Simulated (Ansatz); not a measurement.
AgN2H6²⁺, that is [Ag(NH3)2]+ with one electron fewer. Charge 2, multiplicity 2. Geometry PBE-D4/def2-TZVP, that of the charge +1 singlet; atoms count from 1.

```csv
atom,x (Å),y (Å),z (Å)
Ag1,0.000,0.000,0.000
N2,0.983,-1.532,1.092
H3,0.816,-1.446,2.099
H4,1.997,-1.507,0.951
H5,0.662,-2.463,0.811
N6,-0.983,1.532,-1.092
H7,-2.001,1.467,-1.003
H8,-0.764,1.484,-2.092
H9,-0.710,2.464,-0.767
```

In the def2 sets Ag takes a core potential; there is no spin–orbit coupling.

Estimate the Mulliken populations from the PBE0/def2-TZVP orbitals of Ansatz.


```json
{"atom": "Ag1", "charge (e)": "0.92", "spin (α − β)": "0.72", "d electrons": "9.49"}
{"atom": "N2", "charge (e)": "-0.51", "spin (α − β)": "0.15", "d electrons": "–"}
{"atom": "H3", "charge (e)": "0.35", "spin (α − β)": "0.00", "d electrons": "–"}
{"atom": "H4", "charge (e)": "0.35", "spin (α − β)": "0.00", "d electrons": "–"}
{"atom": "H5", "charge (e)": "0.35", "spin (α − β)": "0.00", "d electrons": "–"}
{"atom": "N6", "charge (e)": "-0.51", "spin (α − β)": "0.15", "d electrons": "–"}
{"atom": "H7", "charge (e)": "0.35", "spin (α − β)": "0.00", "d electrons": "–"}
{"atom": "H8", "charge (e)": "0.35", "spin (α − β)": "0.00", "d electrons": "–"}
{"atom": "H9", "charge (e)": "0.35", "spin (α − β)": "0.00", "d electrons": "–"}
```
Mulliken values and Mayer orders depend strongly on the basis.

Where does the spin sit?

Summed by element: Ag 0.72, N 0.30, H -0.01, of 1 unpaired in all. Largest on single atoms: Ag1 0.72, N2 0.15, N6 0.15.

And the Mayer bond orders between bonded heavy atoms (over 0.3)?

Ag1–N2 0.62 (2.12 Å); Ag1–N6 0.62 (2.12 Å).
